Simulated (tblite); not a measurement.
C5H14O2Si2.
Numbering: `[CH3:1][SiH2:2][O:3][C@@H:4]1[CH2:5][CH2:6][Si@H:7]([OH:8])[CH2:9]1` (hydrogens: H10, H11, H12 on C1; H13, H14 on Si2; H15 on C4; H16, H17 on C5; H18, H19 on C6; H20 on Si7; H21 on O8; H22, H23 on C9)

Structure used (GFN2-xTB), in Å, numbered top down from 1:
```
atom  x, y, z in Å
C1     2.7419    0.7750   -1.2737
Si2    2.0077   -0.8034   -0.5334
O3     0.7295   -0.2394    0.2760
C4    -0.2758   -0.9172    0.9963
C5    -1.3863   -1.3400    0.0346
C6    -1.9890   -0.0695   -0.5774
Si7   -1.6959    1.3007    0.7234
O8    -0.7075    2.4876    0.2155
C9    -0.8769    0.1000    1.9581
H10    2.0566    1.2556   -1.9660
H11    3.6452    0.5340   -1.8229
H12    3.0066    1.5003   -0.5101
H13    1.6395   -1.7582   -1.5896
H14    2.9425   -1.4781    0.3773
H15    0.1631   -1.7867    1.5035
H16   -0.9852   -2.0081   -0.7292
H17   -2.1414   -1.8832    0.6044
H18   -3.0332   -0.2322   -0.8343
H19   -1.4723    0.1727   -1.5060
H20   -2.8588    2.0246    1.2124
H21    0.1703    2.2435   -0.0791
H22   -0.0975    0.5401    2.5755
H23   -1.5880   -0.3911    2.6174
```

Calculated harmonic vibrations of the isolated species, GFN2-xTB (tblite), most abundant isotopes, no scaling. Against measured fundamentals such values can be off by several per cent, at times by over 20. Modes of hydrogen on silicon can be 10 to 20 % off. One conformer, not necessarily the lowest.

Harmonic wavenumbers (cm⁻¹): 30.1, 46.1, 58.9, 115.8, 128.7, 153.9, 198.0, 224.0, 238.3, 332.1, 373.1, 379.7, 463.1, 490.0, 570.6, 604.9, 614.9, 631.1, 695.1, 705.1, 724.7, 734.0, 779.5, 808.6, 817.2, 822.4, 838.5, 840.9, 876.8, 912.8, 921.3, 930.3, 1022.7, 1064.4, 1085.5, 1117.0, 1156.3, 1188.1, 1223.6, 1259.8, 1294.0, 1313.1, 1322.7, 1377.6, 1469.8, 1478.8, 1491.3, 1492.8, 1501.2, 2175.2, 2219.1, 2340.7, 2876.0, 2973.5, 2987.6, 2993.7, 3015.6, 3020.5, 3024.8, 3035.2, 3039.0, 3064.3, 3606.8.

A = 1744, B = 839.9, C = 698.8 MHz; mass 162.053 u (most abundant isotopes); point group C1, symmetry number 1.

What is the zero-point energy?

½Σν̃ = 39646 cm⁻¹ = 113.35 kcal/mol.

Entropy at 350 K, 1 bar (ideal gas, RRHO, classical rotation)?

Translation 41.98, rotation 30.61, vibration 46.99: S = 119.6 cal/(mol K).

And Cp and H(350 K) − H(0)?

Cp = 55.10 cal/(mol K), of which vibrations give 47.16 (their classical limit is 63 R = 125.2); H(350 K) − H(0) = 11.10 kcal/mol without the zero-point energy, 8.32 from vibrations.

Blend soft modes into free rotors: weight 1/[1 + (100 cm⁻¹/ν̃)⁴] for the oscillator and the rest for a rotor with moment μB/(μ + B), μ = h/(8π²ν), B = 10⁻⁴⁴ kg m². What vibrational entropy results?

42.08 cal/(mol K) in place of 46.99, which changes −T·S at 350 K by +1.72 kcal/mol.

What must be added to the electronic energy to get the Gibbs energy at 350 K and 1 bar?

ZPE + [H(350 K) − H(0)] − T·S = 113.35 + 11.10 − 41.85 = 82.60 kcal/mol.

Hindered rotation and anharmonicity are outside this model. Other conformers, if any are populated, would add a mixing term that is left out. The structure is chiral; the term R ln 2 for an equal mix with its mirror image is left out.
